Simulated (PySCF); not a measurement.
# Worked example: oscillator strength and radiative lifetime

C₄H₁₄GeO₂Si, SMILES C[Si](O)(O)[Ge]([CH3])([CH3])[CH3].

Geometry: PBE-D3(BJ)/def2-SVP. The structure was generated by enumeration, and PubChem lists no compound with its InChIKey, so it may never have been made. The values are those of a single conformer.

TDA-LC-ωPBE/def2-SVP in PySCF 2.14.0 puts the first singlet state with f over 0.02 at 7.35 eV (vertical), with the transition dipole (0.189, 0.482, 0.495) in atomic units.

Find the oscillator strength, the wavelength and the radiative lifetime that this transition would have in vacuum if emission retraced absorption.


|μ|² = 0.5131 au, so |μ| = 1.82 D. ΔE = 7.35/27.211 = 0.2701 hartree. f = (2/3) ΔE |μ|² = 0.092 (the program prints 0.092).
λ = 1239.84/7.35 = 169 nm; ν = 59282 cm⁻¹.
Einstein's coefficient A = 0.6670 ν² f s⁻¹ (ν in cm⁻¹) = 2.2e8 s⁻¹, so τ = 1/A = 4.6 ns. This state is S1. The figure is the radiative limit of this one transition; relaxation, internal conversion, crossing to triplets and a medium change what is measured.
